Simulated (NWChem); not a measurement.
System: C$_{3}$H$_{3}$BF$_{2}$; SMILES CC#CB(F)F

Here is an NWChem input.

```
start job
memory heap 200 mb stack 900 mb global 1100 mb
geometry units angstroms noautoz
  C     -2.950490    -0.152294    -0.503675
  C     -1.524099    -0.077789    -0.258750
  C     -0.324285    -0.017253    -0.056314
  B      1.170901     0.060674     0.199850
  F      1.821834     1.207185     0.142908
  F      1.878487    -1.014621     0.490473
  H     -3.445185    -0.790800     0.244557
  H     -3.145970    -0.586533    -1.496737
  H     -3.414791     0.845214    -0.469712
end
basis spherical
  * library def2-tzvp
end
dft
  xc pbe0
  iterations 150
  semidirect filesize 400000000
  mulliken
end
task dft energy
```

NWChem printed, in part:

```
             Northwest Computational Chemistry Package (NWChem) 7.3.0
             --------------------------------------------------------

 C1  symmetry detected

                             Geometry "geometry" -> ""
                             -------------------------

 Output coordinates in angstroms (scale by  1.889725989 to convert to a.u.)

  No.       Tag          Charge          X              Y              Z
 ---- ---------------- ---------- -------------- -------------- --------------
    1 C                    6.0000     0.00045363     3.00533159     0.00063944
    2 C                    6.0000     0.00087076     1.55614941     0.00180300
    3 C                    6.0000    -0.00033286     0.33787639    -0.00102263
    4 B                    5.0000     0.00002372    -1.18109473    -0.00038688
    5 F                    9.0000     1.12508739    -1.87078653     0.00037440
    6 F                    9.0000    -1.12445301    -1.87171074     0.00039734
    7 H                    1.0000    -0.73348165     3.39898222     0.72080773
    8 H                    1.0000    -0.27024270     3.38702040    -0.99634864
    9 H                    1.0000     0.99194719     3.40580212     0.26201080

 Effective nuclear repulsion energy (a.u.)     185.3463488973

                                 NWChem DFT Module
                                 -----------------

 Summary of "ao basis" -> "ao basis" (spherical)
 ------------------------------------------------------------------------------
       Tag                 Description            Shells   Functions and Types
 ---------------- ------------------------------  ------  ---------------------
 C                         def2-tzvp                11       31   5s3p2d1f
 B                         def2-tzvp                11       31   5s3p2d1f
 F                         def2-tzvp                11       31   5s3p2d1f
 H                         def2-tzvp                 4        6   3s1p

            General Information
            -------------------
          SCF calculation type: DFT
          Wavefunction type:  closed shell.
          No. of atoms     :     9
          No. of electrons :    44
           Alpha electrons :    22
            Beta electrons :    22
          Charge           :     0
          Spin multiplicity:     1
          Use of symmetry is: off; symmetry adaption is: off
          Maximum number of iterations: 150
          AO basis - number of functions:   204
                     number of shells:    78
          Convergence on energy requested:  1.00D-06
          Convergence on density requested:  1.00D-05
          Convergence on gradient requested:  5.00D-04

              XC Information
              --------------
                         PBE0 Method XC Functional
                     Hartree-Fock (Exact) Exchange  0.250
          PerdewBurkeErnzerhof Exchange Functional  0.750
            Perdew 1991 LDA Correlation Functional  1.000 local
           PerdewBurkeErnz. Correlation Functional  1.000 non-local

             Grid Information
             ----------------
          Grid used for XC integration:  medium
          Radial quadrature: Mura-Knowles
          Angular quadrature: Lebedev.
          Tag              B.-S. Rad. Rad. Pts. Rad. Cut. Ang. Pts.
          ---              ---------- --------- --------- ---------
          C                   0.70       49          13.0       434
          B                   0.85       49          12.0       434
          F                   0.50       49          14.0       434
          H                   0.35       45          13.0       434
          Grid pruning is: on
          Number of quadrature shells:   429
          Spatial weights used:  Erf1

      Superposition of Atomic Density Guess
      -------------------------------------

 Sum of atomic energies:        -337.88428179

      Non-variational initial energy
      ------------------------------

 Total energy =    -340.432629
 1-e energy   =    -830.893003
 2-e energy   =     305.114025
 HOMO         =      -0.339689
 LUMO         =      -0.014541

------------------------------------------------------------
EAF file 0: "./job.aoints.0" size=429391872 bytes
------------------------------------------------------------
               write      read    awrite     aread      wait
               -----      ----    ------     -----      ----
     calls:      819         0         0         0         0
   data(b): 4.29e+08  0.00e+00  0.00e+00  0.00e+00
   time(s): 0.00e+00  0.00e+00  0.00e+00  0.00e+00  0.00e+00
rate(mb/s): 0.00e+00  0.00e+00
------------------------------------------------------------

     ---------------------------------------------
      Total Density - Mulliken Population Analysis
     ---------------------------------------------

    Atom       Charge   Shell Charges
 -----------   ------   -------------------------------------------------------
    1 C    6     6.50   0.86  1.12  0.54  0.66  0.22  1.24  1.39  0.42  0.01  0.03  0.00
    2 C    6     5.76   0.86  1.12  0.60  0.54  0.07  1.12  1.12  0.24  0.02  0.07  0.01
    3 C    6     6.48   0.86  1.12  0.60  0.54  0.13  1.27  1.49  0.42  0.01  0.02  0.01
    4 B    5     4.01   0.91  1.07  0.48  0.25  0.03  0.64  0.33  0.06  0.10  0.10  0.04
    5 F    9     9.42   0.77  1.20  0.61  0.99  0.32  2.36  2.32  0.84  0.00  0.01  0.00
    6 F    9     9.42   0.77  1.20  0.61  0.99  0.32  2.36  2.32  0.84  0.00  0.01  0.00
    7 H    1     0.80   0.23  0.43  0.12  0.02
    8 H    1     0.80   0.23  0.43  0.11  0.02
    9 H    1     0.80   0.23  0.43  0.12  0.02

[...]
```

Level: PBE0/def2-TZVP. Coordinates come from a PBE0/def2-SVP optimisation.
